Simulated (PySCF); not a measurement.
**Computed properties of C₅H₅, SMILES C1=C[CH]C=C1**

C₅H₅, SMILES [CH]1C=CC=C1 (connectivity only; charge and spin as stated), charge +1, multiplicity 1. The structure is a stationary point at B3LYP-D3(BJ)/def2-SVP. The spin state was assumed, not searched. The isomer is the one that the SMILES or the coordinates give; other isomers of the formula were not compared. The values are those of a single conformer. All values are computed for the isolated molecule unless a solvent is named; none is compared with measurement here.

**Structure.** The optimised structure has C2v symmetry. All 24 harmonic modes at B3LYP-D3(BJ)/def2-SVP (PySCF) are real, so it is a minimum. With heavy atoms numbered as in [CH:1]1[CH:2]=[CH:3][CH:4]=[CH:5]1, the shortest bond between them is C4–C5 at 1.352 Å and the longest C3–C4 at 1.573 Å.

**Vibrations.** The strongest infrared lines (harmonic, unscaled, degenerate partners summed) lie at 494 cm⁻¹ (242 km/mol, C 96 %), 972 cm⁻¹ (120 km/mol, H 52 %, C 48 %), 1341 cm⁻¹ (111 km/mol, H 57 %, C 43 %). The softest mode is at 273 cm⁻¹ and the zero-point energy is 49.8 kcal/mol.

**Electronic structure.** r2SCAN/def2-TZVP (PySCF) places the frontier levels at -12.15 and -11.52 eV, a gap of 0.63 eV and a mean polarisability of 47.1 bohr³. PBE/def2-TZVP (PySCF) at the same geometry gives -12.05 and -11.65 eV, so its gap is 0.23 eV narrower. An orbital gap is neither the optical nor the fundamental gap.

**Excitations.** TDDFT-CAM-B3LYP/def2-SVPD (PySCF) has S1 at 0.85 eV (1463 nm, f = 0.001, dark); the most intense of the 7 singlets computed lies at 7.90 eV (f = 0.21). TDDFT-PBE/def2-SVPD (PySCF) puts S1 at 0.77 eV.

**NMR.** GIAO shifts at KT2/pcSseg-1 (PySCF) (non-relativistic, atoms alike by connectivity averaged): ¹³C at 191.3 ppm against TMS; ¹H at 3.6 ppm against TMS.

**Solvation.** SMD-ωB97X/6-31G* (PySCF) gives -60.7 kcal/mol in water, -55.2 kcal/mol in ethylethanoate, -62.8 kcal/mol in dimethylsulfoxide (1 M in both phases, gas-phase geometry); of these solvents dimethylsulfoxide holds the molecule best.
